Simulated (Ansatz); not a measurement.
## Molecular dynamics of AlClFH₃OSi

Input:

```yaml
crystal:
  periodic: [false, false, false]
  atoms:
    - { symbol: Al, position_ang: [0.134572, -0.012037, 0.157652] }
    - { symbol: F, position_ang: [-0.300073, 1.227006, 1.108676] }
    - { symbol: O, position_ang: [1.688256, -0.081093, -0.439504] }
    - { symbol: Si, position_ang: [2.265008, -1.320059, -1.441649] }
    - { symbol: H, position_ang: [1.521992, -1.393618, -2.684521] }
    - { symbol: H, position_ang: [3.646277, -1.011548, -1.738153] }
    - { symbol: H, position_ang: [2.201419, -2.612151, -0.786925] }
    - { symbol: Cl, position_ang: [-1.261252, -1.497999, -0.300676] }
basis:
  gaussian: { orbitals: STO-3G }
hamiltonian:
  xc: b3lyp
  dispersion: d4
md:
  timestep: 0.5
  n_steps: 250
  ensemble: nve
  temperature: 1500.0
  initial_velocities: maxwell_boltzmann
  seed: 546132
```

Launched with:

```bash
$ ansatz run input.yaml --threads 1 --pin off --max-ram 2048MiB --backend cpu --events-out ev --progress --plain --runs-dir out
```

It starts from a relaxed structure.

Output, in part (step lines, the closing report, with atoms numbered from 0):

```
md step     0: t =     0.00 fs  T =  1500.0 K  F+E_penalty+E_count = -31440.06608485 eV  E_kin = 1.163340 eV  conserved = -31438.90274486 eV  (21 SCF iters)
[... lines left out ...]
Total energy: -31439.43448629 eV, -1155.3779069572 hartree
Atom 0 at     0.055156    -0.044091     0.041536 Å, force     2.591287    -0.741876    -3.022313 eV/Å
Atom 1 at     0.004322     0.979193     1.229989 Å, force    -0.267521     1.516124     1.718715 eV/Å
Atom 2 at     1.361031     0.087388    -1.116808 Å, force    -0.407443    -0.589866     1.331069 eV/Å
Atom 3 at     2.470936    -1.275603    -1.226919 Å, force    -2.455872     2.662475     0.670215 eV/Å
Atom 4 at     3.804967    -0.827046    -1.257670 Å, force     1.040555     0.288086     0.143086 eV/Å
Atom 5 at     2.175532    -2.063139    -0.091606 Å, force     0.323203    -1.153946     0.551638 eV/Å
Atom 6 at     2.136347    -1.821235    -2.459535 Å, force    -0.080903    -1.321847    -1.345993 eV/Å
Atom 7 at    -1.400649    -1.460750    -0.181586 Å, force    -0.743306    -0.659152    -0.046416 eV/Å
Dipole moment:     0.461890     0.171667     0.090489 e Å
```

The steps, from the saved trajectory:

```tsv
time (fs)	T (K)	potential energy less start (eV)	conserved less start (meV/atom)
0	1500	0.000	0.00
4	823	0.529	0.48
8	742	0.589	0.18
12	960	0.420	0.16
16	971	0.414	0.42
20	1091	0.318	0.07
24	625	0.683	0.51
28	772	0.568	0.34
32	935	0.440	0.21
36	535	0.753	0.59
40	713	0.612	0.21
44	814	0.535	0.40
48	1055	0.348	0.27
52	862	0.496	0.14
56	494	0.784	0.51
60	951	0.427	0.16
64	1013	0.379	0.17
68	679	0.641	0.48
72	929	0.444	0.13
76	715	0.611	0.34
80	440	0.825	0.45
84	755	0.580	0.22
88	920	0.453	0.45
92	804	0.542	0.29
96	491	0.786	0.36
100	516	0.767	0.49
104	948	0.428	0.06
108	593	0.707	0.46
112	688	0.631	0.25
116	926	0.445	0.03
120	624	0.684	0.48
124	844	0.509	0.06
```

All steps were run. The conserved energy stayed within 0.64 meV per atom of its start (net change 0.23 meV per atom), so the integration is sound. Over the second half the temperature averaged 0.49 of the 1500 K drawn at the start: a run that starts near a minimum puts about half its kinetic energy into the potential. A run of 0.12 ps of so small a system gives no equilibrium averages. Limits of this set-up: minimal basis.

The same pairs are bonded in the first frame and the last. Pairs count as bonded within 1.25 times the sum of covalent radii (0.12 Å more for H–H).

Last frame:

```xyz
8
Properties=species:S:1:pos:R:3
Al 0.055 -0.044 0.042
F 0.004 0.979 1.230
O 1.361 0.087 -1.117
Si 2.471 -1.276 -1.227
H 3.805 -0.827 -1.258
H 2.175 -2.063 -0.092
H 2.136 -1.821 -2.459
Cl -1.401 -1.461 -0.182
```

Time of the run: 8.7 min on 1 thread of Arm Neoverse V1, with other jobs on the host, peak memory 0.11 GiB.
